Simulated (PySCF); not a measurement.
Run record: geometry optimisation, BiH2Me (`[H][Bi]([H])[CH3]`).

Computed with PBE0-D3(BJ)/def2-SVP geometry optimisation, gas phase, def2 core potentials past Kr (PySCF 2.14.0). Start geometry: GFN2-xTB. The input is one job of a driver script: a line of settings, then coordinates in Å.

Input:
```
{"job": {"xc": "PBE0", "basis": "def2-SVP", "d3": "d3bj", "grid": 1, "maxiter": 30, "shake": 0.03, "kind": "geom"}, "charge": 0, "multiplicity": 1}
Bi     0.550230     0.820610     1.092130
H      1.932330     0.867460     0.060790
H     -0.257280     2.128980    -0.020670
C     -0.348990    -0.770810    -0.152770
H      0.084370    -1.717750    -0.000930
H     -0.415350    -0.513530    -1.198300
H     -1.453460    -0.916970     0.151200
```

Output:
```
step   0  E = -255.62125805  max force = 0.063459
step   1  E = -255.62936756  max force = 0.012835
step   2  E = -255.63063479  max force = 0.003761
step   3  E = -255.63078321  max force = 0.001608
step   4  E = -255.63080502  max force = 0.000255
step   5  E = -255.63080690  max force = 0.000147
optimisation converged
```

Energies in Eh; «max force» is the largest Cartesian gradient component in Eh/bohr.

Problem. How much energy does the optimisation release, in kcal/mol?

Solution. E(step 0) − E(last step) = 0.009549 Eh, which is 6.0 kcal/mol.

Problem. Give the first gradient maximum in eV/Å.

Solution. With 1 Eh/bohr = 51.422 eV/Å, 3.263 eV/Å.

Summary of the converged run: final energy -255.63081 Eh after 5 steps; dipole 0.88 D.

Problem. Give the final coordinates.

Solution. 0.066 Å rms from the input after alignment:
```
atom  x, y, z in Å
Bi1    0.5187    0.8610    1.0678
H2     1.9872    0.8943    0.0277
H3    -0.2303    2.1482    0.0580
C4    -0.4324   -0.8013   -0.1660
H5     0.1102   -1.7355    0.0314
H6    -0.3819   -0.5571   -1.2337
H7    -1.4796   -0.9117    0.1463
```

Problem. How long does this job take on Arm Neoverse V1, one thread, shared host with 32 logical CPUs at a one-minute load of 16? And the peak memory of the process?

Solution. About 11 s, with 0.27 GiB resident at the peak, the Python interpreter and its libraries included.
Labels such as C1 count atoms from 1, the log's own numbers from 0.
